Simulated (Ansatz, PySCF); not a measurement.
SnFI₃, SMILES [F][Sn]([I])([I])[I].

The structure is a stationary point at B3LYP-D3(BJ)/def2-SVP. The structure was generated by enumeration; whether it is a known compound was not checked. The def2 effective core potentials stand for the cores of I, Sn; spin–orbit coupling is left out.

Vertical ionisation energy (IE) and electron affinity (EA) in eV. Rows of orbital energies are one-electron estimates. Where ΔSCF, EOM or ADC give a negative EA the extra electron is unbound and the value depends on the basis.

```json
[
 {"level": "−ε(HOMO), −ε(LUMO), HF/def2-TZVP (PySCF)", "IE": "10.66", "EA": "0.68"},
 {"level": "−ε(HOMO), −ε(LUMO), PBE/def2-TZVP (PySCF)", "IE": "6.97", "EA": "4.55"},
 {"level": "ΔSCF, PBE0/def2-SVPD (Ansatz), final states of multiplicity 2 and 2", "IE": "9.76", "EA": "2.51"},
 {"level": "ΔSCF, PBE/def2-SVPD (Ansatz), final states of multiplicity 2 and 2", "IE": "9.25", "EA": "2.49"}
]
```

### Question
What vertical singlet–triplet gap does ΔSCF give with PBE0/def2-SVPD (Ansatz, a quantum-chemistry and plane-wave program) and with PBE/def2-SVPD (Ansatz)? (An estimate is asked for; the answer gives what the named calculation found.)

### Answer
2.81 and 2.35 eV (triplet above singlet where positive).
